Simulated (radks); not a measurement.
Results of a calculation; reference values are marked as such.
Q: Coulomb parameter of the 4f shell of the europium ion Eu3+ in the model configuration [Xe] 4f5 5d1, as a second difference U = [E(n + 0.5) + E(n - 0.5) - 2 E(n)] / (0.5)^2 with all orbitals relaxed. "Bare": the charge of the atom changes with n. "Screened": the 5d shell takes up the change at fixed total charge, which measures U(4f,4f) + U(5d,5d) - 2 U(4f,5d). Level of theory: scalar-relativistic Kohn-Sham, PBEsol, spin-unpolarised, spherical densities, point nucleus (a radial shooting solver on a logarithmic mesh with Libxc functionals). Estimate both.

A: U(bare) = 19.465 eV, U(screened by 5d) = 5.546 eV, against the Slater integral F0(4f,4f) = 30.304 eV with frozen orbitals.
